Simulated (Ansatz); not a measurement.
Q: Name a neutral molecule of C, S, Si, Sn and H with size of the dipole moment (PBE/def2-TZVPP) between 2.45 and 2.75 D and HOMO energy (B3LYP/def2-TZVPP) between -6.85 and -6.55 eV (Ansatz, PBE0-D4/def2-TZVP geometry).

A: `[CH2]1[SiH2][S][SnH2]1` (2.54 D, -6.82 eV). Other molecules can fit too; these were computed, each in one conformer that needn't be the lowest.

B3LYP here is the variant with VWN-RPA as its local correlation; programs differ in this.
